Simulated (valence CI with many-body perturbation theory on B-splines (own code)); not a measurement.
**E1 line list for Hg⁷⁴⁺**

Method: valence CI with perturbative core correlation (CI+MBPT): four valence electrons over a frozen Dirac-Fock core [He], radial functions for each j: 11 s, 11 p, 9 d, 7 f, 5 g, 2 h, 1 i, with the one-electron correlation potential Σ1 (screened to all orders), the two-electron term Σ2, the three-electron term Σ3, Breit, model QED; selected single and double excitations, second order for the rest (own B-spline code, finite nucleus).

No measured spectrum was set against this ion. As an estimate, large intervals hold to a few tenths of a per cent, small ones and those within an open d or f shell to about a per cent. Among the levels kept, up to 300 cm⁻¹ of a level comes from second order outside the variational space, and about a tenth of that is noise between levels of different J, which matters for small intervals.

Lines 51 to 100 of 248 in falling wavelength, among levels below 1170.9 Ry, chosen from the strongest by gf and those to the six lowest levels. Wavelengths and rates use the calculated energies. Electric multipoles are in the length gauge, E1 and E2 with the static RPA response of the core. Weak lines are less certain than strong ones. Lines between different terms over intervals too small for the method are left out, as are lines whose strength nearly cancels. The highest levels of a list are the least certain.

Levels are named by their leading jj configuration (3d3/2^4 stands for four electrons in 3d with j = 3/2), which in mixed levels can hold well under half, so a name can repeat and another be missing. Letters in brackets count levels of one name in rising energy.

```csv
λ vac (nm),Upper,Lower,A (s⁻¹),S (a.u.) with core polarisation,S without
1.732,(2s 2p1/2 2p3/2 3p3/2) J=1 [b],(2s 2p1/2 2p3/2 3s) J=2 [b],2.62e+12,2.02e-02,2.02e-02
1.719,(2s 2p1/2 2p3/2 3p3/2) J=2 [d],(2s 2p1/2 2p3/2 3s) J=2 [c],1.29e+12,1.62e-02,1.62e-02
1.716,(2s^2 2p1/2 3p3/2) J=2,(2s^2 2p1/2 3s) J=1,3.23e+12,4.02e-02,4.02e-02
1.709,(2s 2p1/2 2p3/2 3p3/2) J=1 [c],(2s 2p1/2 2p3/2 3s) J=1 [c],1.41e+12,1.04e-02,1.04e-02
1.704,(2s^2 2p1/2 3p3/2) J=1,(2s^2 2p1/2 3s) J=0,2.25e+12,1.65e-02,1.65e-02
1.701,(2s 2p1/2 2p3/2 3p3/2) J=2 [b],(2s 2p1/2 2p3/2 3s) J=3,7.60e+11,9.24e-03,9.24e-03
1.699,(2s 2p1/2^2 3p3/2) J=2,(2s 2p1/2^2 3s) J=1,3.14e+12,3.79e-02,3.79e-02
1.694,(2s 2p1/2 2p3/2 3p3/2) J=2 [d],(2s 2p1/2 2p3/2 3s) J=1 [b],1.96e+12,2.35e-02,2.35e-02
1.690,(2s^2 2p3/2 3p3/2) J=2,(2s^2 2p3/2 3s) J=1,1.79e+12,2.13e-02,2.13e-02
1.689,(2s 2p1/2 2p3/2 3p3/2) J=1 [c],(2s 2p1/2 2p3/2 3s) J=0,1.66e+12,1.18e-02,1.19e-02
1.674,(2s 2p1/2 2p3/2 3p3/2) J=1 [d],(2s 2p1/2 2p3/2 3s) J=1 [b],2.15e+12,1.49e-02,1.49e-02
1.668,(2s 2p1/2 2p3/2 3p3/2) J=3 [b],(2s 2p1/2 2p3/2 3s) J=3,1.80e+12,2.88e-02,2.88e-02
1.667,(2s^2 2p3/2 3p3/2) J=2,(2s^2 2p3/2 3s) J=2,1.77e+12,2.02e-02,2.02e-02
1.666,(2s 2p1/2 2p3/2 3p3/2) J=2 [a],(2s 2p1/2 2p3/2 3s) J=2 [a],9.90e+11,1.13e-02,1.13e-02
0.7565,(2s^2 2p3/2^2) J=2,(2s 2p1/2^2 2p3/2) J=1,5.72e+10,6.12e-05,6.12e-05
0.7139,(2s^2 2p3/2^2) J=2,(2s 2p1/2^2 2p3/2) J=2,6.61e+10,5.94e-05,5.94e-05
0.5284,(2s 2p1/2 2p3/2^2) J=2 [a],(2s^2 2p1/2 2p3/2) J=1,6.33e+12,2.30e-03,2.31e-03
0.5222,(2s 2p1/2 2p3/2^2) J=3,(2s^2 2p1/2 2p3/2) J=2,6.10e+12,3.00e-03,3.01e-03
0.5137,(2s 2p3/2^3) J=2,(2s^2 2p3/2^2) J=2,2.01e+13,6.73e-03,6.74e-03
0.5122,(2p1/2^2 2p3/2^2) J=2,(2s 2p1/2^2 2p3/2) J=1,1.88e+13,6.22e-03,6.23e-03
0.5112,(2p1/2 2p3/2^3) J=1,(2s 2p1/2 2p3/2^2) J=1 [a],2.90e+13,5.73e-03,5.74e-03
0.5096,(2s 2p1/2 2p3/2 3p3/2) J=2 [c],(2s^2 2p1/2 3p3/2) J=1,2.40e+13,7.85e-03,7.86e-03
0.5091,(2p1/2 2p3/2^3) J=2,(2s 2p1/2 2p3/2^2) J=2 [b],3.67e+13,1.19e-02,1.20e-02
0.5088,(2s 2p1/2 2p3/2 3p3/2) J=3 [c],(2s^2 2p1/2 3p3/2) J=2,2.42e+13,1.10e-02,1.10e-02
0.5084,(2p3/2^4) J=0,(2s 2p3/2^3) J=1,8.16e+13,5.29e-03,5.30e-03
0.5078,(2s 2p1/2 2p3/2 3d3/2) J=2 [c],(2s^2 2p1/2 3d3/2) J=2,2.54e+13,8.20e-03,8.21e-03
0.5073,(2s 2p1/2 2p3/2 3d3/2) J=1 [d],(2s^2 2p1/2 3d3/2) J=1,2.19e+13,4.23e-03,4.23e-03
0.5072,(2s 2p1/2 2p3/2 3d3/2) J=2 [d],(2s^2 2p1/2 3d3/2) J=1,2.33e+13,7.50e-03,7.51e-03
0.5068,(2s 2p1/2 2p3/2 3p1/2) J=1 [b],(2s^2 2p1/2 3p1/2) J=1,2.77e+13,5.34e-03,5.35e-03
0.5067,(2s 2p1/2 2p3/2 3d3/2) J=3 [c],(2s^2 2p1/2 3d3/2) J=2,2.29e+13,1.03e-02,1.03e-02
0.5067,(2s 2p1/2 2p3/2 3s) J=1 [b],(2s^2 2p1/2 3s) J=1,2.23e+13,4.30e-03,4.30e-03
0.5063,(2s 2p1/2 2p3/2 3p1/2) J=2 [c],(2s^2 2p1/2 3p1/2) J=1,2.53e+13,8.10e-03,8.11e-03
0.5062,(2s 2p1/2 2p3/2 3p1/2) J=1 [c],(2s^2 2p1/2 3p1/2) J=0,2.66e+13,5.11e-03,5.12e-03
0.5059,(2s 2p1/2 2p3/2 3d3/2) J=1 [c],(2s^2 2p1/2 3d3/2) J=2,2.43e+13,4.65e-03,4.66e-03
0.5049,(2s 2p1/2 2p3/2 3p3/2) J=2 [d],(2s^2 2p1/2 3p3/2) J=2,2.34e+13,7.42e-03,7.43e-03
0.5048,(2s 2p1/2 2p3/2 3p3/2) J=1 [c],(2s^2 2p1/2 3p3/2) J=1,1.72e+13,3.28e-03,3.28e-03
0.5046,(2s 2p1/2 2p3/2 3s) J=2 [c],(2s^2 2p1/2 3s) J=1,2.45e+13,7.77e-03,7.78e-03
0.5046,(2p1/2^2 2p3/2 3p1/2) J=2,(2s 2p1/2^2 3p1/2) J=1,1.93e+13,6.12e-03,6.13e-03
0.5044,(2s 2p1/2 2p3/2 3s) J=1 [c],(2s^2 2p1/2 3s) J=0,2.09e+13,3.97e-03,3.97e-03
0.5030,(2s 2p1/2 2p3/2 3p3/2) J=1 [d],(2s^2 2p1/2 3p3/2) J=2,1.62e+13,3.06e-03,3.06e-03
0.5028,(2s 2p1/2 2p3/2^2) J=0,(2s^2 2p1/2 2p3/2) J=1,2.12e+13,1.33e-03,1.33e-03
0.5027,(2p1/2^2 2p3/2 3s) J=2,(2s 2p1/2^2 3s) J=1,1.91e+13,6.00e-03,6.00e-03
0.5014,(2s 2p1/2 2p3/2^2) J=1 [a],(2s^2 2p1/2 2p3/2) J=2,4.04e+12,7.53e-04,7.54e-04
0.5008,(2s 2p1/2^2 2p3/2) J=1,(2s^2 2p1/2^2) J=0,2.72e+13,5.07e-03,5.07e-03
0.4998,(2s 2p1/2 2p3/2^2) J=2 [b],(2s^2 2p1/2 2p3/2) J=2,3.81e+13,1.17e-02,1.18e-02
0.4987,(2s 2p1/2 2p3/2^2) J=1 [b],(2s^2 2p1/2 2p3/2) J=2,2.24e+13,4.12e-03,4.13e-03
0.4978,(2s 2p1/2 2p3/2^2) J=1 [a],(2s^2 2p1/2 2p3/2) J=1,3.78e+13,6.90e-03,6.91e-03
0.4971,(2p1/2^2 2p3/2^2) J=0,(2s 2p1/2^2 2p3/2) J=1,4.29e+13,2.60e-03,2.61e-03
0.4962,(2s 2p1/2 2p3/2^2) J=2 [b],(2s^2 2p1/2 2p3/2) J=1,2.95e+12,8.90e-04,8.92e-04
0.4951,(2s 2p1/2 2p3/2^2) J=1 [b],(2s^2 2p1/2 2p3/2) J=1,8.12e+11,1.46e-04,1.46e-04
```
